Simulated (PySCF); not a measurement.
# How methods differ on the excitation energy of Se

Se [Ar] 3d10 4s2 4p4 (3P) → Se [Ar] 3d10 4s2 4p3 4d1 (5D), as a difference of total energies. All numbers are calculated (PySCF 2.14, scalar relativity through the core potential, in aug-cc-pwCVTZ-PP with ECP10MDF (8s7p6d4f1g, 96 functions)). Correlated levels: valence: 3s2 3p6 3d10 frozen; valence and next inner shell: nothing frozen outside the core potential. The calculations carry no spin-orbit coupling.

```csv
method,excitation energy (cm⁻¹),error (cm⁻¹)
UHF,62868,+435
LDA,67517,+5085
PBE,65449,+3016
PBE0,66287,+3854
r2SCAN,67583,+5150
wB97X-V,70567,+8134
r2SCAN0,67770,+5338
wB97X,71619,+9186
HSE06,66589,+4156
MP2 (valence),66945,+4512
SCS-MP2 (valence),68355,+5922
MP2 (valence and next inner shell),67853,+5421
SCS-MP2 (valence and next inner shell),68981,+6548
```

Reference: 62433 cm⁻¹ (measured; NIST levels, between the centres of gravity of the two terms).

Errors of the correlated levels include the incompleteness of this basis and the frozen core.

The promoted electron is Rydberg-like, and one or two diffuse shells describe it only roughly, which tends to raise the upper state.

In the upper state the promoted electron has a positive orbital energy at LDA, PBE, PBE0, r2SCAN, r2SCAN0, HSE06, so the basis confines it.
